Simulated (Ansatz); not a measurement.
Basis sets compared for Li₁₁F₁₁ (started as a model of: (LiF)11 cage of four- and six-membered rings). Charge 0, multiplicity 1. Geometry r2SCAN-D4/def2-SVP. Ansatz on 4 threads of Arm Neoverse V2 on a shared host; times are rough, and most runs start from earlier orbitals.

```xyz
22

Li   -2.576    1.691    0.702
F    -1.629    0.853    1.949
Li   -2.235   -0.657    1.137
F    -3.323    0.193    0.003
Li   -2.498    0.688   -1.506
F    -1.850    2.258   -0.828
Li   -0.091    2.340   -0.805
F     0.860    2.001    0.693
Li    0.144    1.015    2.006
F     1.049   -0.462    2.422
Li    0.457   -1.978    1.612
F    -1.013   -1.846    0.603
Li   -0.652   -1.743   -1.152
F    -1.304   -0.407   -2.181
Li    0.429   -0.029   -2.514
F     1.069    1.495   -1.902
Li    2.081    1.273   -0.422
F     1.037   -1.556   -1.768
Li    2.585   -0.842    1.612
F     2.050   -2.444    0.951
Li    2.378   -1.706   -0.645
F     3.031   -0.138    0.033
```

Binding counts from free atoms (Li doublet, F doublet) in the same basis, without a counterpoise term.

| level | functions | energy (Eh) | HOMO (eV) | LUMO (eV) | binding per atom (eV) | wall time |
| --- | --- | --- | --- | --- | --- | --- |
| HF/STO-3G | 110 | -1161.2700 | -11.80 | 3.98 | 3.65 | 1.5 s |
| HF/6-31G | 198 | -1177.3073 | -14.89 | 1.29 | 3.21 | 4.1 s |
| PBE-D4/def2-SVP | 253 | -1180.4109 | -7.37 | -0.78 | 4.31 | 10 s |
| PBE0-D4/def2-SVP | 253 | -1180.4598 | -9.41 | -0.22 | 4.16 | 14 s |

Task: Estimate the rows for HF/def2-TZVP, PBE-D4/def2-TZVP, PBE0-D4/def2-TZVP (with forces).

Result: 
```tsv
level	functions	energy (Eh)	HOMO (eV)	LUMO (eV)	binding per atom (eV)	wall time
HF/def2-TZVP	495	-1177.7804	-14.91	1.35	3.08	30 s
PBE-D4/def2-TZVP	495	-1181.7444	-7.60	-0.81	4.09	16 s
PBE0-D4/def2-TZVP (with forces)	495	-1181.7817	-9.60	-0.18	3.97	55 s
```
